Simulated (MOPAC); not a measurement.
A run for MOPAC: PM3 on FGeHO (SMILES [OH][Ge][F]), a point of a bond scan (R = 1.302 Å).

```
PM3 1SCF PRECISE CHARGE=0 THREADS=1
FGeHO

Ge     0.10773481 1    -0.04926187 1     0.40773364 1
F      0.24737472 1     1.37145337 1    -0.62469851 1
O     -0.60849455 1    -1.09652179 1    -0.85745356 1
H     -0.87503247 1    -2.30882780 1    -0.46339917 1
```

Program output:

```
*******************************************************************************
 **                                                                           **
 **                              MOPAC v23.2.5                                **
 **                                                                           **
 *******************************************************************************
 ** MOPAC's Digital Object Identifier: https://doi.org/10.5281/zenodo.6511958 **
 **                                                                           **
 ** Please cite the open-source release paper for use of this MOPAC version:  **
 ** J. E. Moussa and J. J. P. Stewart (2026)                                  **
 ** MOPAC: An open-source semiempirical molecular orbital program             **
 ** J. Open Source Softw., 11(119), 8025, https://doi.org/10.21105/joss.08025 **
 *******************************************************************************

                              PM3 CALCULATION RESULTS

 *******************************************************************************
 *  PM3        - The PM3 Hamiltonian to be used
 *
 *
 *
 *                 CHARGE ON SYSTEM = 0
 *
 *
 *
 *  PRECISE    - TIGHTER CRITERIA TO BE USED
 *  1SCF       - DO 1 SCF AND THEN STOP
 *  THREADS=1  - MULTI-THREADING NOT USED
 *  T=         - A TIME OF 172800.0 SECONDS REQUESTED
 *  DUMP=N     - RESTART FILE WRITTEN EVERY 7200.0 SECONDS REQUESTED
 *******************************************************************************
PM3 1SCF PRECISE CHARGE=0 THREADS=1
 FGeHO

   ATOM   CHEMICAL          X               Y               Z
  NUMBER   SYMBOL      (ANGSTROMS)     (ANGSTROMS)     (ANGSTROMS)

     1      Ge          0.10773481  *  -0.04926187  *   0.40773364  *
     2       F          0.24737472  *   1.37145337  *  -0.62469851  *
     3       O         -0.60849455  *  -1.09652179  *  -0.85745356  *
     4       H         -0.87503247  *  -2.30882780  *  -0.46339917  *



          CARTESIAN COORDINATES

    NO.       ATOM           X           Y           Z

     1        Ge          0.1077     -0.0493      0.4077
     2         F          0.2474      1.3715     -0.6247
     3         O         -0.6085     -1.0965     -0.8575
     4         H         -0.8750     -2.3088     -0.4634

  H: (PM3): J. J. P. STEWART, J. COMP. CHEM. 10, 209 (1989).
  O: (PM3): J. J. P. STEWART, J. COMP. CHEM. 10, 209 (1989).
  F: (PM3): J. J. P. STEWART, J. COMP. CHEM. 10, 209 (1989).
 Ge: (PM3): J. J. P. STEWART, J. COMP. CHEM. 12, 320-341 (1991).

           Empirical Formula: H O Ge F  =     4 atoms



      MOLECULAR POINT GROUP   :   Cs


      RHF CALCULATION, NO. OF DOUBLY OCCUPIED LEVELS = 9


 -------------------------------------------------------------------------------
 PM3 1SCF PRECISE CHARGE=0 THREADS=1
 FGeHO



     1SCF WAS SPECIFIED, SO BFGS WAS NOT USED
     SCF FIELD WAS ACHIEVED


                              PM3 CALCULATION
                                                       MOPAC v23.2.5 Linux




          FINAL HEAT OF FORMATION =        -81.81171 KCAL/MOL =    -342.30018 KJ/MOL


          COSMO AREA              =         94.50 SQUARE ANGSTROMS
          COSMO VOLUME            =         80.54 CUBIC ANGSTROMS

          IONIZATION POTENTIAL    =          9.830696 EV
          HOMO LUMO ENERGIES (EV) =         -9.831 -0.388
          NO. OF FILLED LEVELS    =          9
          MOLECULAR WEIGHT        =        108.5957         POINT GROUP:  Cs

          MOLECULAR DIMENSIONS (Angstroms)

            Atom       Atom       Distance
            H     4    F     2     3.85101
            O     3   Ge     1     1.36848
            O     3    H     4     0.00000


          SCF CALCULATIONS        =          1





   ATOM   CHEMICAL          X               Y               Z
  NUMBER   SYMBOL      (ANGSTROMS)     (ANGSTROMS)     (ANGSTROMS)

     1      Ge          0.10773481  *  -0.04926187  *   0.40773364  *
     2       F          0.24737472  *   1.37145337  *  -0.62469851  *
     3       O         -0.60849455  *  -1.09652179  *  -0.85745356  *
     4       H         -0.87503247  *  -2.30882780  *  -0.46339917  *

                             CARTESIAN COORDINATES

   1   Ge        0.107734810    -0.049261870     0.407733640
   2    F        0.247374720     1.371453370    -0.624698510
   3    O       -0.608494550    -1.096521790    -0.857453560
   4    H       -0.875032470    -2.308827800    -0.463399170


           Empirical Formula: H O Ge F  =     4 atoms



      MOLECULAR POINT GROUP   :   Cs


                  EIGENVALUES
 -32.75404 -19.81664 -16.21886 -14.78876 -14.41592 -13.91408 -13.39283 -11.65666
  -9.83070  -0.38829   1.50935   1.84141   3.32585


              NET ATOMIC CHARGES AND DIPOLE CONTRIBUTIONS

  ATOM NO.   TYPE          CHARGE      No. of ELECS.   s-Pop       p-Pop
    1         Ge           0.777175        3.2228     1.80049     1.42233
    2          F          -0.387237        7.3872     1.70962     5.67762
    3          O          -0.587585        6.5876     1.85049     4.73710
    4          H           0.197647        0.8024     0.80235
 DIPOLE           X         Y         Z       TOTAL
 POINT-CHG.     0.829    -1.832     4.664     5.079
 HYBRID        -0.774    -0.288    -2.255     2.402
 SUM            0.054    -2.120     2.409     3.209


          ATOMIC ORBITAL ELECTRON POPULATIONS

     Atom    s        px        py        pz
    1 Ge   1.80049   0.27507   0.46187   0.68540
    2  F   1.70962   1.93102   1.83558   1.91101
    3  O   1.85049   1.79836   1.26588   1.67285
    4  H   0.80235

 **********************
 *                    *
 * JOB ENDED NORMALLY *
 *                    *
 **********************




 == MOPAC DONE ==
```

The run finished.

Cost: around 0.020 core-seconds (rough).
